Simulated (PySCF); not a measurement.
trimethylsilyl fluoride: bond dissociation enthalpies at several levels

Structure: `C[Si](C)(C)F` (C3H9FSi). Non-hydrogen atoms are numbered in `[CH3:1][Si:2]([CH3:3])([CH3:4])[F:5]`.

All levels share the PBE0-D3(BJ)/def2-SVP structures and the GFN2-xTB thermal terms; only the single-point energies (PySCF) change. Values are bond dissociation enthalpies (298 K, kJ/mol).

| level | C1–Si2 | C1–H | Si2–F5 |
| --- | --- | --- | --- |
| OPBE/def2-TZVP | 358 | 414 | 627 |
| TPSS-D3(BJ)/def2-TZVP (grid 3) | 366 | 414 | 645 |
| TPSSh-D3(BJ)/def2-TZVP (grid 3) | 369 | 415 | 640 |
| HSE06/def2-TZVP | 375 | 408 | 641 |
| PBE0-D3(BJ)/6-311+G** | 381 | 413 | 618 |
| PBE-D3(BJ)/def2-TZVP | 381 | 413 | 660 |
| PBE0-D3(BJ)/def2-TZVP | 384 | 411 | 643 |
| PBE0-D3(BJ)/aug-pcseg-1 | 385 | 412 | 632 |
| ωB97X-D3(BJ)/def2-TZVP | 405 | 422 | 662 |

The widest spread is that of C1–Si2: 47 kJ/mol, from 358 to 405.
